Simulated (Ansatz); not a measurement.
```xyz
13

N     1.3743   -0.6620   -0.3546
Si    1.1891    1.1881   -0.6575
O     0.3454    1.3550   -2.0722
Al    0.3475    0.0384    1.2472
Si   -2.0048   -0.5704    0.9473
H     0.9020   -1.2551   -1.0279
H     2.3169   -1.0113   -0.2266
H     2.5747    1.6257   -0.9866
H    -0.6022    1.4622   -1.9721
H     1.2133   -0.0870    2.5709
H    -2.9312    0.3327    1.6900
H    -2.3742   -0.4476   -0.4993
H    -2.3508   -1.9686    1.3414
```

Charge 0, multiplicity 1. The bonds changed during the relaxation, so this is another structure than the one it started from.

Problem. List the B3LYP/def2-TZVPP orbital energies in eV (Ansatz). (Best estimate.)

Solution. Computed: Occupied: -1799.47, -1798.34, -1524.02, -520.79, -390.33, -143.90, -142.92, -112.01, -99.28, -99.22, -99.14, -98.24, -98.23, -98.21, -72.67, -72.62, -72.55, -27.63, -24.29, -15.58, -14.50, -14.34, -13.77, -11.33, -10.74, -10.45, -9.48, -9.30, -9.26, -8.51, -7.34, -6.25. Lowest empty: -0.78, -0.56, -0.43, 0.29, 0.79, 1.04, 1.45, 1.61.

B3LYP here is the variant with VWN-RPA as its local correlation; programs differ in this.
